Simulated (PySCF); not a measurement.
Compound: cis-Sn(H2O)2Cl4.
Bonds: Sn1–O2, Sn1–Cl5, Sn1–O6, Sn1–Cl9, Sn1–Cl10, Sn1–Cl11. Hydrogens: H3, H4 on O2; H7, H8 on O6.

Theory: PySCF, PBE0-D3(BJ)/def2-SVP geometry optimisation, gas phase, def2 core potentials past Kr.

Problem. How far are the bound atoms from Sn1?

Solution. 6 atoms: O2 2.336 Å, O6 2.337 Å, Cl9 2.359 Å, Cl5 2.359 Å, Cl11 2.385 Å, Cl10 2.387 Å. The nearest atom not counted as bound is H7, at 2.68 Å (others tie with it).

Problem. List the angles at Sn1.

Solution. 
```tsv
angle	degrees	distance of the outer atoms (Å)
O6–Sn1–Cl9	167.9	4.67
O2–Sn1–Cl5	167.6	4.67
Cl10–Sn1–Cl11	153.0	4.64
Cl5–Sn1–Cl9	106.8	3.79
Cl5–Sn1–Cl11	98.3	3.59
Cl9–Sn1–Cl10	98.0	3.58
Cl9–Sn1–Cl11	97.9	3.58
Cl5–Sn1–Cl10	97.8	3.58
O2–Sn1–Cl9	85.4	3.18
Cl5–Sn1–O6	85.0	3.17
O2–Sn1–O6	82.8	3.09
O6–Sn1–Cl11	82.4	3.11
O2–Sn1–Cl10	82.0	3.10
O2–Sn1–Cl11	77.7	2.96
O6–Sn1–Cl10	77.6	2.96
```

Problem. Describe the arrangement about Sn1 in numbers.

Solution. The three widest angles are 167.9°, 167.6° and 153.0°, the others run from 77.6° to 106.8°. The Sn–Cl distances aren't all alike: 2.359 to 2.387 Å.

Problem. What are the other bond lengths?

Solution. O2–H3 and 3 like bonds 0.972 Å.

Problem. What are the rotational constants (commonest isotopes, rigid rotor)?

Solution. A = 827.2, B = 777.7, C = 699.1 MHz: an asymmetric top.

Charge 0, singlet. PBE0-D3(BJ)/def2-SVP frequencies: not computed here.
